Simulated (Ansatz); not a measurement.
Isolated molecules relaxed with PBE0-D4/def2-TZVP in Ansatz; ΔE leaves out vibrations. CCSD(T)/CBS is the MP2 limit (def2-TZVPP, def2-QZVPP) plus CCSD(T) − MP2 in def2-TZVPP, frozen cores. This one scheme is used for every species. DFT in def2-TZVPP. One conformer a species, not always the lowest.

`N[SiH](C=O)CCl` + `N=CO` → `N[SiH](O)CCl` + `N=CC=O`  (formal exchange of groups at the Si–C bond)

```tsv
species	PBE-D4 energy (Eh)
`N[SiH](C=O)CCl`	-959.04117
`N=CO`	-169.76107
`N[SiH](O)CCl`	-921.04324
`N=CC=O`	-207.79881
```

Task: Work out ΔE.

Result: ΔE = (-921.04324) + (-207.79881) − (-959.04117) − (-169.76107) = -0.03981 Eh = -25.0 kcal/mol. CCSD(T)/CBS gives -30.8 kcal/mol.

Largest T1 diagnostic among the species: 0.015.

From PBE to PBE0 (25 % exact exchange), in def2-TZVPP and without D4, ΔE moves by −1.8 kcal/mol.
